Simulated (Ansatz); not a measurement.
Process, species as SMILES: [BH] (BH) (closed-shell singlet) → B atom + H atom
B3LYP-D3(BJ)/def2-TZVP geometries, fixed; electronic energies without zero-point terms.
Largest species:
```
B
H 1 1.2331
```

Basis-set convergence of the atomisation energy at CCSD(T) with Ansatz (a program for electronic structure). Cartesian d functions, on some or all atoms, in 6-31G*, 6-31+G*; all else is spherical. Cores are frozen. A restricted Hartree-Fock determinant is unstable towards unrestricted orbitals. Open shells are unrestricted. No added dispersion term, no relativity. Functions are those of the species that has most. Reference: Hartree-Fock in aug-cc-pV5Z plus the correlation part extrapolated as X^-3 from aug-cc-pVQZ and aug-cc-pV5Z, 84.73 kcal/mol, itself unsure by roughly 0.06 kcal/mol (a third of the extrapolation step and of the last Hartree-Fock step). Deviations are taken from unrounded values.

| basis | functions | atomisation energy (kcal/mol) |
|---|---|---|
| 6-31G* | 17 | 75.55 |
| 6-31+G* | 21 | 75.50 |
| cc-pVDZ | 19 | 79.05 |
| aug-cc-pVDZ | 32 | 79.90 |
| def2-SVP | 19 | 81.13 |
| def2-SVPD | 28 | 81.37 |
| pcseg-1 | 19 | 80.07 |
| aug-pcseg-1 | 32 | 80.77 |
| 6-311G** | 24 | 80.43 |
| 6-311+G** | 28 | 80.57 |
| def2-TZVP | 37 | 81.99 |
| def2-TZVPD | 46 | 82.21 |
| cc-pVTZ | 44 | 83.27 |
| aug-cc-pVTZ | 69 | 83.59 |
| pcseg-2 | 44 | 84.04 |
| aug-pcseg-2 | 69 | 84.35 |
| def2-TZVPP | 45 | 83.46 |
| def2-TZVPPD | 54 | 83.51 |
| cc-pVQZ | 85 | 84.26 |
| aug-cc-pVQZ | 126 | 84.37 |
| def2-QZVPP | 87 | 84.25 |
| def2-QZVPPD | 96 | 84.29 |
| pcseg-3 | 93 | 84.45 |
| aug-pcseg-3 | 134 | 84.49 |
| cc-pV5Z | 146 | 84.50 |
| aug-cc-pV5Z | 207 | 84.55 |

What the diffuse functions change, pair by pair:
- 6-31G* to 6-31+G*: 4 more functions, deviation -9.18 to -9.22 kcal/mol
- cc-pVDZ to aug-cc-pVDZ: 13 more functions, deviation -5.68 to -4.83 kcal/mol
- def2-SVP to def2-SVPD: 9 more functions, deviation -3.60 to -3.36 kcal/mol
- pcseg-1 to aug-pcseg-1: 13 more functions, deviation -4.66 to -3.95 kcal/mol
- 6-311G** to 6-311+G**: 4 more functions, deviation -4.30 to -4.16 kcal/mol
- def2-TZVP to def2-TZVPD: 9 more functions, deviation -2.73 to -2.52 kcal/mol
- cc-pVTZ to aug-cc-pVTZ: 25 more functions, deviation -1.45 to -1.14 kcal/mol
- pcseg-2 to aug-pcseg-2: 25 more functions, deviation -0.69 to -0.38 kcal/mol
- def2-TZVPP to def2-TZVPPD: 9 more functions, deviation -1.27 to -1.22 kcal/mol
- cc-pVQZ to aug-cc-pVQZ: 41 more functions, deviation -0.46 to -0.36 kcal/mol
- def2-QZVPP to def2-QZVPPD: 9 more functions, deviation -0.48 to -0.44 kcal/mol
- pcseg-3 to aug-pcseg-3: 41 more functions, deviation -0.27 to -0.24 kcal/mol
- cc-pV5Z to aug-cc-pV5Z: 61 more functions, deviation -0.22 to -0.17 kcal/mol

Leaving out the reference's own pair, they bring the value nearer the reference by more than 0.06 kcal/mol in 8 of 12 pairs.
